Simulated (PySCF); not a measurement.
C₅H₁₃O₂Si, SMILES CCO[Si](C)OCC, doublet (GFN2-xTB optimised geometry):

```
21

C     -0.107    -2.846    -3.478
C      0.232    -2.953    -1.998
O      0.045    -1.712    -1.388
Si     0.683    -1.106     0.000
C      2.585    -1.106     0.000
O      0.262     0.469     0.000
C     -0.967     1.035    -0.340
C     -2.048     0.695     0.676
H      0.021    -3.812    -3.960
H     -1.137    -2.520    -3.600
H      0.545    -2.119    -3.957
H      1.270    -3.283    -1.872
H     -0.420    -3.692    -1.513
H      2.959    -0.611    -0.895
H      2.978    -0.583     0.863
H      2.973    -2.119     0.016
H     -1.270     0.687    -1.334
H     -0.811     2.119    -0.377
H     -2.978     1.194     0.416
H     -2.206    -0.381     0.689
H     -1.737     1.011     1.668
```

Level of theory: unrestricted PBE0/def2-SVP in PySCF 2.14.0.

What are the frontier orbital energies (α orbitals alone; a β orbital can be the lowest empty one) and the dipole moment?

HOMO-2 -8.41 eV, HOMO-1 -8.04 eV, HOMO -5.07 eV, LUMO 1.62 eV, LUMO+1 1.91 eV; dipole moment 1.11 D.

On the same geometry unrestricted PBE/def2-SVP (PySCF 2.14.0) gives HOMO-2 -6.82 eV, HOMO-1 -6.42 eV, HOMO -3.81 eV, LUMO 0.76 eV, LUMO+1 1.06 eV; dipole moment 1.04 D.

Meta-Löwdin charges at PBE0/def2-SVP: C1 -0.30, C2 0.05, O3 -0.60, Si4 0.92, C5 -0.55, O6 -0.59, C7 0.05, C8 -0.31, H9 0.10, H10 0.10, H11 0.10, H12 0.08, H13 0.09, H14 0.12, H15 0.13, H16 0.11, H17 0.09, H18 0.10, H19 0.10, H20 0.10, H21 0.10.
